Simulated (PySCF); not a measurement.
# Spectroscopy problems

[PySCF: GFN2-xTB structure; shieldings: GIAO PBE0/pcSseg-1; one conformer; non-relativistic Hamiltonian; one averaged value for each set of equivalent atoms; gas phase]

Referencing at the same level of theory: 1H (σ = 31.72 ppm) and 13C (σ = 186.93 ppm) against TMS. Where no couplings were computed, multiplicities follow the n + 1 count of equivalent neighbours, and m marks all less simple cases (inequivalent or close neighbours, rings, F or P nearby). Shifts are as computed. Against solution values, carbons near 30 ppm lie about +3 ppm off and those near 130 ppm about +5 ppm. Of 1211 compounds with measured shifts, 218 miss one by over three times the rms of a fit or turn the order of signals round; such compounds aren't used in these exercises.

Problem. C$_{7}$H$_{11}$N. 1H NMR (400 MHz, computed): δ 6.45 (m, 1H), 5.83 (s, 1H), 3.73 (m, 1H), 3.52 (m, 2H), 3.47 (m, 1H), 2.71 (m, 2H), 1.83 (s, 3H). 13C{1H} NMR (computed): δ 138.4 (CH), 136.0 (CH), 114.9 (C), 80.8 (CH2), 47.5 (CH2), 37.3 (CH2), 16.5 (CH3). Identify the compound.

Solution. `C=CN1C=C(C)CC1`. The formula gives 3 degrees of unsaturation (1 ring in the answer). 7 carbon signals for 7 carbons: no two carbons are equivalent. Carbon types of the structure: 1 × C, 2 × CH, 3 × CH2, 1 × CH3, which accounts for all hydrogens. δC 138.4, 136.0: alkene carbon bearing nitrogen; an sp2 carbon further deshielded by the attached heteroatom. δC 114.9, 80.8: β carbon of an enol-ether or enamine type C=C; the O or N lone pair pushes π density onto this β carbon and shields it. δH 6.45, 5.83: hydrogen on an alkene carbon bearing nitrogen; attached to an sp2 carbon and in the plane of the double bond. δH 3.52: hydrogen on an sp3 CH2 bonded to N; its carbon carries N, which withdraws density.

The shifts were computed for this structure.

Problem. C$_{7}$H$_{4}$N$_{2}$O. 1H NMR (300 MHz, computed): δ 11.07 (s, 1H), 9.97 (s, 1H), 9.94 (s, 1H), 3.62 (s, 1H). 13C{1H} NMR (computed): δ 198.3 (CH), 160.3 (CH), 148.2 (CH), 129.4 (C), 125.1 (C), 104.4 (CH), 80.9 (C). What is it?

Solution. `C#CC1=C(C=O)C=NN=C1`. The formula gives 7 degrees of unsaturation (1 ring in the answer). 7 carbon signals for 7 carbons: no two carbons are equivalent. Carbon types of the structure: 3 × C, 4 × CH, which accounts for all hydrogens. δC 198.3: aldehyde carbonyl carbon; low-lying n→π* states of the double bond to the heteroatom give a large paramagnetic term (-255 ppm). δC 104.4: terminal alkyne carbon; the triple bond shields along its axis, which puts it between sp3 and sp2 carbons. δH 11.07: hydrogen on an aldehyde carbonyl carbon; the formyl region, downfield of aromatic protons. δH 9.97, 9.94: hydrogen on an aromatic CH next to a ring nitrogen; ring current plus the neighbouring ring nitrogen.

The data come from this structure; uniqueness wasn't tested.
